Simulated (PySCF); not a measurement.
Two species compared at the same levels of theory.

First species: F2GeH3P.
InChI=1S/F2GeH3P/c1-4(2)3/h3H3

Second species: C₇H₁₈Si.
Numbering: `[CH3:1][CH2:2][CH2:3][SiH2:4][C:5]([CH3:6])([CH3:7])[CH3:8]` (hydrogens: H9, H10, H11 on C1; H12, H13 on C2; H14, H15 on C3; H16, H17 on Si4; H18, H19, H20 on C6; H21, H22, H23 on C7; H24, H25, H26 on C8)

Levels: CAM-B3LYP/def2-SVPD for dipole moment, HOMO energy, LUMO energy, HOMO–LUMO gap, static isotropic polarisability and electronic spatial extent ⟨r²⟩ about the centre of nuclear charge; TDDFT CAM-B3LYP/def2-SVPD for lowest singlet excitation; TDA CAM-B3LYP/def2-SVPD for lowest triplet excitation (Tamm–Dancoff); ΔSCF CAM-B3LYP/def2-SVPD for vertical ionisation energy; PBE0-D3(BJ)/def2-SVP for rotational constant A and rotational constant C. Geometries: PBE0-D3(BJ)/def2-SVP. Each structure is a single optimised conformer of the isolated species, non-relativistic unless stated. Electronic properties by PySCF.

Dipoles, sizes and rotational constants follow the conformer. The torsions of the flexible species, by atom-mapped SMILES:
- `[CH3:1][CH2:2][CH2:3][SiH2:4][C:5]([CH3:6])([CH3:7])[CH3:8]`: C1–C2–C3–Si4 180°, C2–C3–Si4–C5 180°, C3–Si4–C5–C6 61°

Values for the first species:

* Dipole moment: 1.87 D
* HOMO energy: -8.68 eV
* LUMO energy: 0.13 eV
* HOMO–LUMO gap: 8.81 eV
* Lowest singlet excitation: 4.87 eV
* Lowest triplet excitation (Tamm–Dancoff): 4.02 eV
* Static isotropic polarisability: 60.8 au
* Vertical ionisation energy: 9.66 eV
* Electronic spatial extent ⟨r²⟩ about the centre of nuclear charge: 646 bohr²
* Rotational constant A: 6.295 GHz
* Rotational constant C: 1.705 GHz

(1) Estimate the same properties for the second species, and the change in each.

Answers

(1) 
```tsv
property	first	second	second less first
dipole moment	1.87 D	0.68 D	-1.19 D
HOMO energy	-8.68 eV	-8.94 eV	-0.26 eV
LUMO energy	0.13 eV	1.20 eV	+1.07 eV
HOMO–LUMO gap	8.81 eV	10.14 eV	+1.33 eV
lowest singlet excitation	4.87 eV	7.42 eV	+2.55 eV
lowest triplet excitation (Tamm–Dancoff)	4.02 eV	7.26 eV	+3.24 eV
static isotropic polarisability	60.8 au	114.8 au	+54.0 au
vertical ionisation energy	9.66 eV	9.48 eV	-0.18 eV
electronic spatial extent ⟨r²⟩ about the centre of nuclear charge	646 bohr²	1904 bohr²	+1258 bohr²
rotational constant A	6.295 GHz	3.330 GHz	-2.965 GHz
rotational constant C	1.705 GHz	0.683 GHz	-1.022 GHz
```

On the first: The 10 singlets span 4.87 to 8.63 eV, and their oscillator strengths add up to 0.76. S1 lies 3.94 eV below the HOMO–LUMO gap; its leading configuration is HOMO→LUMO, weight 0.98. Relativistic effects, spin–orbit coupling among them, are left out although an element past zinc is present.

On the second: A dipole of 0.68 D is allowed in Cs, and pure rotational transitions are dipole-allowed. S1 lies 2.72 eV below the HOMO–LUMO gap; its leading configuration is HOMO→LUMO, weight 0.88.
